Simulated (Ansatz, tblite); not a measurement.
Adding an electron: Li₃N⁺ (the lowest doublet isomer of a short search). The state is a doublet with charge 1. Geometry: PBE0-D4/def2-TZVP. Ansatz, gas phase; energy differences of separate SCF runs; the reduced species is a singlet (the triplet lies 0.42 eV higher at PBE0-D4/def2-TZVP).

```xyz
4

Li   -1.4960   -0.5270   -0.8942
Li   -0.1471    1.0433    1.4849
Li    1.6431   -0.5164   -0.5907
N     0.0000    0.0001   -0.0001
```

The xTB rows come from tblite. The structure comes from a short search, and lower isomers may exist.

**Question.** Estimate orbital energies and vertical electron affinities at: GFN1-xTB; GFN2-xTB; PBE-D4/def2-TZVP; r2SCAN-D4/def2-TZVP; PBE0-D4/def2-TZVP.

**Answer.** 
```csv
level,−HOMO (eV),−LUMO (eV),vertical EA (eV),HOMO–LUMO gap (eV)
GFN1-xTB,–,–,12.31,–
GFN2-xTB,–,–,9.67,–
PBE-D4/def2-TZVP,8.39,7.11,4.56,1.28
r2SCAN-D4/def2-TZVP,8.42,6.28,4.19,2.14
PBE0-D4/def2-TZVP,9.53,5.58,4.11,3.96
```

  HOMO and LUMO are the levels of the spin that leaves or enters (xTB has no such levels and no spin-polarisation term). Other spin states of the ions may lie lower, which would lower the ionisation energy or raise the affinity. Raw xTB energy differences between charge states are shifted by several eV; the methods need an empirical correction for them.
